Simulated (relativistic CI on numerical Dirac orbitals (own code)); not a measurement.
## Slater and spin-orbit integrals, Ir⁹⁺

These numbers are calculated, not measured: Dirac-Coulomb-Breit CI, KLI orbitals optimised for each configuration, model QED (radiative potential, 1s self-energy scaled to tabulated hydrogen-like ionisation energies), unscaled Slater integrals (own radial code, finite nucleus).

Slater integrals F^k, G^k are unscaled and averaged over j, outside the closed core [Kr] 4d10; ζ comes from projecting the Hamiltonian with its Breit term on Σ l·s of the shell.

- 4f¹⁴5s²5p⁵5d: ζ(5p) = 83697, F^2(5p,5d) = 87929, G^1(5p,5d) = 107350, G^3(5p,5d) = 67857, ζ(5d) = 6826.3 cm⁻¹; <r>(5p) = 1.054, <r^2>(5p) = 1.244, <r>(5d) = 1.272, <r^2>(5d) = 1.817 (bohr units).
- 4f¹⁴5s5p⁶5d: G^2(5s,5d) = 75066, ζ(5d) = 6815.2 cm⁻¹; <r>(5s) = 0.9433, <r^2>(5s) = 0.9935, <r>(5d) = 1.27, <r^2>(5d) = 1.813 (bohr units).
- 4f¹⁴5s²5p⁵5f: ζ(5p) = 84995, F^2(5p,5f) = 54174, G^2(5p,5f) = 37119, G^4(5p,5f) = 25503, ζ(5f) = 446.94 cm⁻¹; <r>(5p) = 1.05, <r^2>(5p) = 1.234, <r>(5f) = 1.787, <r^2>(5f) = 3.612 (bohr units).

In this model ζ of a weakly bound d, f or g electron outside closed shells comes out too small, for d by up to a factor of two or three and at times with the wrong sign; that of an outer p electron is too small as well.

Averages of the first 10 configurations, taken without configuration mixing, which lowers the lowest level and can move excited configurations by several eV; other configurations of the list can lie among them:

```csv
Configuration,Parity,States,Average energy above the lowest level (eV)
4f¹⁴5s²5p⁶,even,1,0.1
4f¹⁴5s²5p⁵5d,odd,60,58.4
4f¹⁴5s5p⁶5d,even,20,109.4
4f¹⁴5s²5p⁵5f,even,84,112.7
4f¹³5s²5p⁶5d,odd,140,76.3
4f¹⁴5s²5p⁵6s,odd,12,85.4
4f¹⁴5s²5p⁵5g,odd,108,141.9
4f¹⁴5s5p⁶5f,odd,28,164.4
4f¹⁴5s²5p⁵6p,even,36,101.0
4f¹³5s²5p⁶6s,odd,28,105.0
```
